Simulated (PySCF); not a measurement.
MoO2Cl, SMILES [Cl][Mo+](=[O])=[O], charge +1, multiplicity 1. Heavy atoms are numbered as in [Mo+:1](=[O:2])(=[O:3])[Cl:4].

The structure is a stationary point at PBE-D3(BJ)/def2-SVP. The spin state was assumed, not searched. The isomer is the one that the SMILES or the coordinates give; other isomers of the formula were not compared. The def2 effective core potentials stand for the cores of Mo; spin–orbit coupling is left out.

The numbers are results of PBE/def2-TZVPD run with PySCF, not measurements.

Mulliken values depend strongly on the basis, most of all with diffuse functions as here. ESP charges are fitted to the potential on shells at 1.4 to 2.0 van der Waals radii. Atomic charges (e), one atom of each kind:

```tsv
atom	Mulliken	ESP fit
Mo1	1.93	…
O2	-0.40	…
Cl4	-0.12	…
```

Q: Complete the blanks. (An estimate is asked for; the answer gives what the named calculation found.)

A: 
- Mo1, ESP fit: 1.68
- O2, ESP fit: -0.32
- Cl4, ESP fit: -0.05
